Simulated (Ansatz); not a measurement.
AlH₅OSSi, SMILES `O[SiH]([AlH2])S`. Total charge 0; spin multiplicity 1.

Cartesian coordinates in Å:
```
O 0.1967 1.0127 1.9465
Si 0.0161 -0.3342 1.0144
Al -0.8940 -0.5413 -1.1956
S 1.5451 -0.3024 -0.7365
H -0.3398 1.7688 1.7011
H 0.5962 -1.4425 1.8149
H -1.1976 -1.9994 -1.7308
H -1.3422 0.8153 -1.8878
H 1.4195 1.0229 -0.9262
```

Question: What are the harmonic wavenumbers in cm⁻¹ at PBE0-D4/def2-TZVP (Ansatz, finite differences of forces, unscaled)? (An estimate is asked.)

Answer: The calculation gave: 120, 165, 187, 293, 318, 370, 397, 428, 498, 564, 601, 704, 729, 777, 887, 920, 1909, 1936, 2224, 2707, 3912.

Question: Is this a minimum?

Answer: Yes, all 21 modes are real.

Question: Give the ideal-gas thermochemistry at 298.15 K and 1 bar (rigid rotor, harmonic oscillator; point group C1, symmetry number 1).

Answer: Zero-point energy 123.5 kJ/mol; H(298) − E = 145.6 kJ/mol; entropy 348.9 J/(mol·K), of which translation 167.3, rotation 113.7, vibration 68.0; G(298) − E = 41.5 kJ/mol.

Question: And at 400, 500, 600, 800 and 1000 K?

Answer: 
```
T (K)  H − E (kJ/mol)  S (J/mol/K)  G − E (kJ/mol)
  400           158.5        386.0             4.1
  500           172.5        417.3           -36.2
  600           187.5        444.7           -79.3
  800           219.8        491.0          -173.0
 1000           254.2        529.4          -275.2
```
